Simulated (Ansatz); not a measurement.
Sr₃O₃ (the lowest singlet isomer of a short search) was relaxed with PBE0-D4 (def2-SVP, def2-SVPD) in Ansatz in these states: charge -1 doublet, neutral singlet. The geometries follow in no particular order.

In the def2 sets Sr takes a core potential; there is no spin–orbit coupling.

A:

```xyz
6

Sr   -2.222   -0.498   -0.687
Sr    0.490   -0.478    1.303
Sr    1.510    0.999   -1.543
O     2.020    1.048    0.552
O    -0.004   -0.591   -1.052
O    -1.794   -0.480    1.427
```

B:

Cartesian coordinates in Å:
```
Sr -0.1125 -2.3464 0.5665
Sr -1.0010 0.5407 -0.9605
Sr 1.4154 1.5658 1.1765
O 0.5870 2.1440 -0.6735
O 0.0295 -0.1933 1.1656
O -0.9185 -1.7109 -1.2746
```

Q: Judge from the bond lengths which geometry belongs to which state (an estimate).

A: A is the charge -1 doublet (Sr1–Sr3 4.110 Å, Sr2–O5 2.409 Å, Sr3–O4 2.157 Å); B is the neutral singlet (Sr1–Sr3 4.244 Å, Sr2–O5 2.474 Å, Sr3–O4 2.108 Å).

At PBE0-D4/def2-SVPD the highest occupied level of the relaxed charge -1 doublet lies above zero (up to 0.30 eV). By energy differences its removal costs 0.49 eV (each at its own geometry, to the charge 0 singlet, at PBE0-D4/def2-TZVPD). These are the stationary points nearest to one start from a short search; other shapes may lie lower in each state.
